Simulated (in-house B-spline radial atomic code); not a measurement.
Relativistic effects in the indium ion In⁶⁺, [Kr] 4d7: non-relativistic Hartree-Fock (point nucleus) against Dirac-Hartree-Fock (Fermi nucleus of rms radius 4.6156 fm), both averages of the configuration, computed with an all-electron radial atomic-structure program (B-spline basis).

| orbital | ε NR (Eh) | ε Dirac (Eh) | <r> NR (bohr) | <r> Dirac (bohr) | change of <r> (%) |
| --- | --- | --- | --- | --- | --- |
| 1s1/2 | -1001.2 | -1036.2 | 0.03105 | 0.02971 | -4.3 |
| 2s1/2 | -152.85 | -161.4 | 0.1341 | 0.1279 | -4.6 |
| 2p1/2 | -142.63 | -150.3 | 0.1147 | 0.1085 | -5.3 |
| 2p3/2 | -142.63 | -142.51 | 0.1147 | 0.1138 | -0.8 |
| 3s1/2 | -33.034 | -34.826 | 0.3593 | 0.3463 | -3.6 |
| 3p1/2 | -28.787 | -30.303 | 0.351 | 0.3379 | -3.7 |
| 3p3/2 | -28.787 | -28.853 | 0.351 | 0.3485 | -0.7 |
| 3d3/2 | -21.001 | -20.935 | 0.3232 | 0.3212 | -0.6 |
| 3d5/2 | -21.001 | -20.642 | 0.3232 | 0.3246 | +0.4 |
| 4s1/2 | -8.1706 | ? | 0.8628 | ? | ? |
| 4p1/2 | -6.6488 | ? | 0.9076 | ? | ? |
| 4p3/2 | -6.6488 | -6.6577 | 0.9076 | 0.904 | -0.4 |
| 4d3/2 | -4.1878 | -4.1715 | 1.036 | 1.036 | -0.1 |
| 4d5/2 | -4.1878 | -4.1314 | 1.036 | 1.046 | +0.9 |

Task: What happens to 4s1/2?

Result: Its energy goes to -8.5338 hartree and <r> to 0.8368 bohr (-3.02 %).

Task: What happens to 4p1/2?

Result: Its energy goes to -6.9276 hartree and <r> to 0.8799 bohr (-3.05 %).

Task: What explains the pattern of contraction and expansion?

Result: Expansion is seen in 3d5/2, 4d5/2. The s and p1/2 orbitals contract directly, screen the nucleus better, and so push out orbitals that have little density near the nucleus; spin-orbit coupling adds to this for j = l + 1/2 and opposes it for j = l - 1/2.

Task: By how much does the total energy change?

Result: By -140.3 hartree, from -5730.297 to -5870.594.
